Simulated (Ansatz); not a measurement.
AlH$_{7}$SSi$_{2}$, SMILES `[SiH3][AlH][S][SiH3]`. Total charge 0; spin multiplicity 1.

Cartesian coordinates in Å:
```
Si -1.347 -0.394 1.260
Al -1.285 -0.159 -1.181
S 0.576 0.338 -2.216
Si 1.920 0.462 -0.559
H -0.547 0.664 1.940
H -2.746 -0.308 1.766
H -0.794 -1.715 1.674
H -2.530 -0.352 -2.139
H 1.672 -0.633 0.414
H 3.295 0.334 -1.102
H 1.787 1.764 0.143
```

Problem. List the harmonic frequencies (cm⁻¹, unscaled) at PBE0-D4/def2-TZVP in Ansatz. (Estimate.)

Solution. The calculation gave: 68, 77, 88, 134, 153, 343, 360, 454, 486, 490, 524, 605, 631, 663, 856, 930, 931, 939, 942, 947, 1933, 2200, 2210, 2212, 2221, 2233, 2243.

Problem. Is this a minimum?

Solution. Yes, all 27 modes are real.

Problem. Give the ideal-gas thermochemistry at 298.15 K and 1 bar (rigid rotor, harmonic oscillator; point group C1, symmetry number 1).

Solution. Zero-point energy 154.8 kJ/mol; H(298) − E = 180.5 kJ/mol; entropy 390.1 J/(mol·K), of which translation 168.8, rotation 119.0, vibration 102.3; G(298) − E = 64.2 kJ/mol. Modes under 100 cm⁻¹ are hindered rotations or soft bends, so the harmonic entropy is rough.

Problem. And at 400, 500, 600, 800 and 1000 K?

Solution. 
```json
{"T (K)": "400", "H − E (kJ/mol)": "195.2", "S (J/mol/K)": "432.2", "G − E (kJ/mol)": "22.3"}
{"T (K)": "500", "H − E (kJ/mol)": "211.4", "S (J/mol/K)": "468.4", "G − E (kJ/mol)": "-22.8"}
{"T (K)": "600", "H − E (kJ/mol)": "229.1", "S (J/mol/K)": "500.6", "G − E (kJ/mol)": "-71.3"}
{"T (K)": "800", "H − E (kJ/mol)": "267.8", "S (J/mol/K)": "556.1", "G − E (kJ/mol)": "-177.1"}
{"T (K)": "1000", "H − E (kJ/mol)": "309.8", "S (J/mol/K)": "602.9", "G − E (kJ/mol)": "-293.1"}
```
